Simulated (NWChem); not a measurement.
# SOF anion

```xyz
3

O     -0.6136     1.2525     0.0000
S      0.5044     0.1733     0.0000
F     -0.3334    -1.4323     0.0000
```
Atoms are numbered in this order, from 1.

Program: NWChem. The geometry was optimised at B3LYP/def2-SVPD. The gas-phase anion has a positive highest level at the geometry level, so the gas reference is doubtful. Level: M05-2X/aug-cc-pVDZ with SMD (1 M gas to 1 M solution), gas-phase geometry. Reactions with the solvent are ignored.

Problem. Estimate the computed values for solvent chloroform. Quantities: solvation free energy (kcal/mol); cavity-dispersion-structure term (kcal/mol).

Solution. 
```yaml
solvation free energy (kcal/mol): -49.2
cavity-dispersion-structure term (kcal/mol): -0.7
```
